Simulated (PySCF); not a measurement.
Species: C7H14Si.
Numbering: `[CH3:1][CH:2]([CH3:3])[SiH:4]1[CH2:5][CH:6]=[CH:7][CH2:8]1`

Geometry (GFN2-xTB, Å), atoms numbered from 1 in this order:
```
atom  x, y, z in Å
C1    -2.3629    0.7109   -0.5651
C2    -1.3359   -0.3888   -0.3115
C3    -1.9650   -1.5108    0.5094
Si4    0.2143    0.3088    0.5573
C5     1.2159    1.5432   -0.4990
C6     2.5862    0.9390   -0.5550
C7     2.7966   -0.2351    0.0126
C8     1.6590   -0.9309    0.6969
H9    -1.9406    1.5050   -1.1760
H10   -3.2367    0.3116   -1.0786
H11   -2.6925    1.1455    0.3757
H12   -1.0482   -0.8069   -1.2828
H13   -2.8373   -1.9188    0.0001
H14   -2.2836   -1.1371    1.4798
H15   -1.2558   -2.3184    0.6730
H16   -0.1487    0.8768    1.8677
H17    1.2684    2.5411   -0.0632
H18    0.8292    1.6721   -1.5117
H19    3.3674    1.4834   -1.0668
H20    3.7621   -0.7211   -0.0007
H21    1.4674   -1.8890    0.2098
H22    1.9303   -1.1613    1.7274
```

Probes without a nucleus sit at each ring's centroid and 1 Å off its mean plane on both sides; NICS is minus the shielding there, NICSzz its component along the normal. Level: GIAO PBE0/pcSseg-1 (PySCF, non-relativistic, gas phase) on the GFN2-xTB geometry, one conformer.

Ring bond lengths (Å), with Mayer bond orders in brackets: Si4–C5 1.909 (0.88), C5–C6 1.499 (1.05), C6–C7 1.321 (1.91), C7–C8 1.499 (1.05), C8–Si4 1.909 (0.88).

Task: What do the NICS probes read (ppm)?

Result: 
```json
{"ring": "Si4–C5–C6–C7–C8", "type": "5-membered ring with Si; formal bonds 1 double, 4 single", "NICS(0)": "-1.7", "NICS(1), two faces": "-3.0 / -2.5", "NICS(1)zz, two faces": "-2.2 / -0.4", "rms pucker (Å)": "0.03", "centre to ring atoms, mean (Å)": "1.37"}
```

Task: What can be read from them?

Result: 
- Si4–C5–C6–C7–C8: mean NICS(1)zz -1.3 ppm, near zero. Si4, C5, C8 have four or more neighbours, so the value isn't read as a sign of a π ring current.

Task: List the ring angles and the Hirshfeld charges of the ring atoms.

Result: 
- Si4–C5–C6–C7–C8: Si4 93.6° (+0.374 e), C5 103.9° (-0.167 e), C6 119.2° (-0.056 e), C7 119.2° (-0.056 e), C8 103.9° (-0.167 e); sum 539.8° against 540° for a flat convex ring.

Time: 44 s wall; peak memory 0.87 GiB. Hardware: Arm Neoverse V1, one thread, shared host with 32 logical CPUs at a one-minute load of 17. This is the whole shielding run at PBE0/pcSseg-1, SCF included.
